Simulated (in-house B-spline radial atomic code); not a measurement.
RPA and G0W0 for Ar¹¹⁺, [He] 2s2 2p3, highest spin, as one setting changes: the highest l of the empty states. Start: PBE0. A dash marks a level of low quasi-particle weight. Computed with an all-electron radial atomic-structure program (B-spline basis): all electrons, non-relativistic, point nucleus, each spin shell either full or empty, empty states to the listed l with an (l + 1/2)⁻⁴ tail; G0W0 by contour deformation at full frequency.

```
highest l of the empty states  RPA summed (Eh)  RPA extrapolated (Eh)  G0W0 level (eV)
                            3         -0.37256               -0.40013    2p up -619.71
                            4         -0.38637               -0.40118    2p up -619.84
                            5         -0.39188               -0.39957    2p up -619.81
                            6         -0.39451               -0.39902    2p up -619.81
                            7         -0.39591               -0.39878    2p up -619.80
                            8                ?                      ?                ?
                            9                ?                      ?                ?
                           10         -0.39754               -0.39851    2p up -619.80
                           11         -0.39775               -0.39848    2p up -619.80
```

(1) What belongs in the row for 8?

(2) What belongs in the row for 9?

Results:

(1) RPA summed (Eh): -0.39672; RPA extrapolated (Eh): -0.39865; G0W0 level (eV): 2p up -619.80.

(2) RPA summed (Eh): -0.39722; RPA extrapolated (Eh): -0.39857; G0W0 level (eV): 2p up -619.80.
